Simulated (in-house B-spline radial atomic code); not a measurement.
Results of a calculation; reference values are marked as such.
# Correlation energy from the adiabatic connection: −Z/r, Z = 6.46, wall at 0.403 bohr

Two electrons in a singlet, external potential −Z/r, Z = 6.46, wall at 0.403 bohr (atomic units). Full CI in B-splines (partial waves to l = 8, correlation up to 0.6 % small) with the density held fixed gives W(λ) = <V_ee>_λ − U, and E_c is the integral of W(λ) − W(0) from 0 to 1.

| λ | W(λ) − W(0) (hartree) |
| --- | --- |
| 0 | 0.00000 |
| 0.02 | -0.00189 |
| 0.05 | -0.00472 |
| 0.12 | -0.01129 |
| 0.25 | -0.02339 |
| 0.4 | -0.03717 |
| 0.6 | -0.05528 |
| 0.8 | -0.07308 |
| 1 | -0.09058 |

(1) Integrate the table by the trapezoid rule.

(2) Now use only three numbers: W(0) = -5.4811, the initial slope W'(0) = -0.09456 (extrapolated from the first points) and the strong-coupling limit of the point-charge-plus-continuum model, W∞ = -6.6886. What do second-order theory and the interpolation W(λ) = W∞ + (W(0) − W∞)/√(1 + 2χλ) of Seidl, Perdew and Levy give?

## Answers

(1) The strips give -0.00002, -0.00010, -0.00056, -0.00225, -0.00454, -0.00924, -0.01284, -0.01637, which sum to -0.04592 hartree. The direct value, W(1) − W(0) + T_c with T_c = 0.04458, is -0.04601; the curve is convex, so chords lie above it and the trapezoids fall short in size by 0.19 %.

(2) Second order keeps the slope alone: E_c = W'(0)/2 = -0.04728, +3 % in size against -0.04601. Matching the slope fixes χ = W'(0)/(W∞ − W(0)) = -0.09456/(-1.20750) = 0.07831. Integrating, with s = √(1 + 2χ) = 1.075463, E_c = −(W(0) − W∞)(s − 1)/(s + 1) = −1.20750 × 0.075463/2.075463 = -0.04390 hartree, -4.6 % in size against the full result. At λ = 1 the formula gives W − W(0) = -0.08473 against -0.09058. Part of the miss can come from the model's W∞.
